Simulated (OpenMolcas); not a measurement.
Computed levels of 3d⁷ in ions with 25 electrons, in cm-1 above ⁴F_9/2.

```
Program             : OpenMolcas
Method              : CASSCF
Basis               : ANO-R2
Scalar Hamiltonian  : X2C, finite nucleus
Spin-orbit coupling : state interaction with AMFI integrals over the reference wave functions, term energies averaged over their components
```

Active space for each ion: 7 electrons in 10 orbitals (3d 4d).

| Level | Co2+ | Cu4+ |
| --- | --- | --- |
| ⁴F_7/2 | 808 | 1523 |
| ⁴F_5/2 | 1403 | 2620 |
| ⁴F_3/2 | 1812 | 3363 |
| ⁴P_5/2 | 18244 | 24097 |
| ⁴P_3/2 | 18527 | 24512 |
| ⁴P_1/2 | 18887 | 25273 |
| ²G_9/2 | 18967 | 24764 |
| ²G_7/2 | 19749 | 26256 |
| ²H_11/2 | 24934 | 32693 |

Task: Estimate ⁴F_3/2, ⁴P_5/2, ⁴P_3/2 for Ni3+ from its neighbours Co2+ and Cu4+.

Result: ⁴F_3/2 is fine structure, which grows about as the fourth power of a screened charge, so the fourth roots are averaged: ((1812^0.25 + 3363^0.25) / 2)^4 = 2498. The calculation gives 2513, so the estimate is off by -0.6 %; the measured value is 2621 (Corliss and Sugar, J. Phys. Chem. Ref. Data 10, 197 (1981)).
⁴P_5/2 is another term, which grows about linearly with the charge: (18244 + 24097) / 2 = 21170. The calculation gives 21258, so the estimate is off by -0.4 %; the measured value is 18119 (Corliss and Sugar, J. Phys. Chem. Ref. Data 10, 197 (1981)).
⁴P_3/2 is another term, which grows about linearly with the charge: (18527 + 24512) / 2 = 21520. The calculation gives 21611, so the estimate is off by -0.4 %; the measured value is 18367 (Corliss and Sugar, J. Phys. Chem. Ref. Data 10, 197 (1981)).

Without dynamic correlation excited terms often stand tens of per cent too high (terms of higher spin than the ground term too low), and those without a measured partner can miss by more than the paired ones. Active for correlation alone: 4d; no level in the range computed is led by a configuration that fills it, so any true level of that kind is missing. Measured partners are found by configuration, term and J. A level has none where our copy of the source lacks it or the pairing is in doubt (some pairs that miss far off the trend of their configuration count as doubtful), and it then counts in no deviation. Only configurations of the active space appear.
